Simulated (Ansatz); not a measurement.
# Cl2GeSi: where a starting geometry ends

The starting geometry of this gas-phase singlet was optimised with GFN2-xTB.

```xyz
4

Cl    0.3040    0.7571    1.7185
Cl   -1.6936   -1.5828    0.0535
Ge   -0.4811    0.5779   -0.3597
Si    0.5728   -1.6625   -0.4168
```

Q: Predict what it relaxes into with PBE0-D3(BJ)/pcseg-1.

A: A new bond forms, giving a structure with Cl1 bridging Si4 and Ge3, Cl2 bridging Ge3 and Si4, given below by its coordinates. Distances that change by over a tenth: Cl1–Ge3 (2.23 → 2.48 Å). Contacts that close: Cl1–Si4 (3.24 → 2.34 Å).

The energy falls by 0.46 eV over 10 steps:

| step | E − E(last) (eV) |
| --- | --- |
| 1 | 0.458 |
| 2 | 0.309 |
| 3 | 0.144 |
| 4 | 0.060 |
| 5 | 0.008 |
| 6 | 0.007 |
| 7 | 0.000 |
| 8 | 0.000 |
| 9 | 0.000 |
| 10 | 0.000 |

Final geometry (Å):

```yaml
atoms:
  - { symbol: Cl, position_ang: [0.4339, 0.3131, 1.5966] }
  - { symbol: Cl, position_ang: [-1.7028, -1.5152, 0.0495] }
  - { symbol: Ge, position_ang: [-0.6595, 0.6357, -0.6048] }
  - { symbol: Si, position_ang: [0.6305, -1.3438, -0.0458] }
```

Frequencies at the end are all real (lowest 134 cm⁻¹). Run with Ansatz 0.2.0, 66 s on 1 thread of AMD EPYC (Zen 3) (shared host).
